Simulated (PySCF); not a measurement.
**Gas-phase thermal properties of AgCl**

Energies from PySCF (xtb for GFN2), thermal terms from the rigid-rotor harmonic-oscillator model, ideal gas at 1 bar. All species are closed-shell singlets. Ag: scalar-relativistic def2 core potential, no spin-orbit coupling. The harmonic model lacks anharmonicity and excited electronic states, which grow with temperature; levels with a mode under 35 cm⁻¹ are left out.

```tsv
level	point group	σ	ZPE (kJ/mol)	S°298 (J/mol/K)	Cp298 (J/mol/K)	S°1000 (J/mol/K)	H1000 − H298 (kJ/mol)
GFN2-xTB	C∞v	1	1.9	246.2	36.0	290.8	26.0
PBE/def2-SVP	C∞v	1	2.0	246.3	35.8	290.8	25.9
PBE0/def2-TZVP	C∞v	1	2.0	246.2	35.8	290.7	25.9
```
σ: rotational symmetry number. Electronic degeneracy used: 1. Frequencies are unscaled.
